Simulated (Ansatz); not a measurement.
Computed with Ansatz on PBE0-D4/def2-TZVP structures; ΔE is electronic, products minus reactants. CCSD(T)/CBS is the MP2 limit (def2-TZVPP, def2-QZVPP) plus CCSD(T) − MP2 in def2-TZVPP, frozen cores. This one scheme is used for every species. Double bonds are as drawn, so ΔE can hold a change between cis and trans. DFT in def2-TZVPP. B3LYP here is the variant with VWN-RPA as its local correlation; programs differ in this. Each species was taken in one conformer, which may not be the lowest.

Consider the formal exchange of groups at a C–Si bond: `O[SiH2]/C=C\[SiH](O)O` + `[SiH3]Cl` → `O[SiH](O)/C=C\[SiH2]Cl` + `O[SiH3]`.

Question: Is it downhill or uphill in electronic energy at CCSD(T)/CBS, and by how much? (Best estimate.)

Answer: Computed: Nearly level: ΔE = +0.8 kJ/mol.

Question: What do these levels give: PBE0-D4, B3LYP-D4, B2PLYP, PBE, r2SCAN, B3LYP, MP2/def2-TZVPP, CCSD/def2-TZVPP, CCSD(T)/def2-TZVPP, HF/def2-QZVPP, SCS-MP2/def2-QZVPP, CCSD/CBS(def2)? (Estimate.)

Answer: Computed: PBE0-D4 2.9, B3LYP-D4 4.4, B2PLYP 2.3, PBE 4.2, r2SCAN 3.9, B3LYP 4.1, MP2/def2-TZVPP -0.6, CCSD/def2-TZVPP 1.2, CCSD(T)/def2-TZVPP 1.5, HF/def2-QZVPP -0.1, SCS-MP2/def2-QZVPP -1.0, CCSD/CBS(def2) 0.5 kJ/mol.

Largest T1 diagnostic among the species: 0.012.
